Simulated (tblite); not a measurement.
Species: C₄H₉FO₃Si.
Atom-mapped SMILES: `[CH3:1][O:2][C@@:3]1([O:4][SiH2:5][OH:6])[CH2:7][C@@H:8]1[F:9]` (hydrogens: H10, H11, H12 on C1; H13, H14 on Si5; H15 on O6; H16, H17 on C7; H18 on C8)

Cartesian coordinates in Å at the GFN2-xTB level; atoms count from 1:
```
atom  x, y, z in Å
C1    -2.0246    1.0175    0.2024
O2    -1.1589    0.4539   -0.7735
C3    -0.2550   -0.4527   -0.2547
O4     0.6863    0.0762    0.5764
Si5    1.7100    1.3054    0.1949
O6     2.6675    1.4149    1.4911
C7    -0.6922   -1.8684    0.0283
C8     0.1395   -1.5584   -1.1875
F9     1.4398   -1.9595   -1.1899
H10   -1.4508    1.4499    1.0252
H11   -2.5837    1.7969   -0.3094
H12   -2.7106    0.2605    0.5949
H13    2.4310    0.9835   -1.0315
H14    1.0153    2.5835    0.1539
H15    2.9802    0.6281    1.9318
H16   -0.1927   -2.3706    0.8417
H17   -1.7231   -2.1438   -0.1257
H18   -0.2868   -1.6106   -2.1801
```

Calculated harmonic vibrations of the isolated species, GFN2-xTB (tblite), most abundant isotopes, no scaling. The method is semi-empirical: single wavenumbers can be off by several per cent or more. Modes of hydrogen on silicon can be 10 to 20 % off. One conformer, not necessarily the lowest.

Harmonic wavenumbers (cm⁻¹): 41.1, 59.5, 106.9, 114.8, 150.1, 157.7, 194.5, 228.1, 275.5, 308.1, 371.5, 438.0, 479.0, 566.0, 607.9, 646.1, 690.4, 763.8, 809.0, 816.3, 829.8, 858.7, 913.6, 931.5, 958.7, 1014.1, 1038.5, 1044.3, 1093.2, 1127.8, 1145.8, 1149.5, 1195.5, 1254.7, 1359.2, 1389.9, 1442.0, 1458.7, 1475.3, 2279.4, 2325.1, 2936.3, 2967.1, 3033.4, 3064.6, 3093.9, 3121.1, 3656.4.

A = 1714, B = 1123, C = 781.8 MHz; mass 152.030 u (most abundant isotopes); point group C1, symmetry number 1.

Question: What is the zero-point energy?

Answer: Half the sum of the wavenumbers: 27991 cm⁻¹ = 80.03 kcal/mol.

Question: Entropy at 298.15 K, 1 bar (ideal gas, RRHO, classical rotation)?

Answer: Translation 40.99, rotation 29.75, vibration 34.69: S = 105.4 cal/(mol K).

Question: And Cp and H(298.15 K) − H(0)?

Answer: Cp = 42.16 cal/(mol K), of which vibrations give 34.21 (their classical limit is 48 R = 95.4); H(298.15 K) − H(0) = 7.72 kcal/mol without the zero-point energy, 5.35 from vibrations.

Question: Which modes carry the vibrational entropy at 298.15 K?

Answer: 41.1 cm⁻¹: 5.21; 59.5 cm⁻¹: 4.47; 106.9 cm⁻¹: 3.32; 114.8 cm⁻¹: 3.19; 150.1 cm⁻¹: 2.67; 157.7 cm⁻¹: 2.58 cal/(mol K); the other 42 give 13.25 together.

Question: How do the functions run with temperature in this model?

Answer: 
```csv
T (K),S (cal/(mol K)),Cp (cal/(mol K)),H − H(0) (kcal/mol),G − H(0) (kcal/mol),ln q(vib)
150,82.5,26.6,2.63,-9.73,3.80
250,98.5,37.1,5.81,-18.80,6.95
400,119.2,52.0,12.53,-35.16,11.46
600,143.2,66.0,24.44,-61.47,17.16
900,172.6,78.5,46.30,-109.00,24.93
```

q(vib) and H(0) count from the zero-point level.

Question: What must be added to the electronic energy to get the Gibbs energy at 298.15 K and 1 bar?

Answer: ZPE + [H(298.15 K) − H(0)] − T·S = 80.03 + 7.72 − 31.43 = 56.32 kcal/mol.

Question: Blend soft modes into free rotors: weight 1/[1 + (100 cm⁻¹/ν̃)⁴] for the oscillator and the rest for a rotor with moment μB/(μ + B), μ = h/(8π²ν), B = 10⁻⁴⁴ kg m². What vibrational entropy results?

Answer: 31.84 cal/(mol K) in place of 34.69, which changes −T·S at 298.15 K by +0.85 kcal/mol.

Hindered rotation and anharmonicity are outside this model. Other conformers, if any are populated, would add a mixing term that is left out. The structure is chiral; the term R ln 2 for an equal mix with its mirror image is left out.
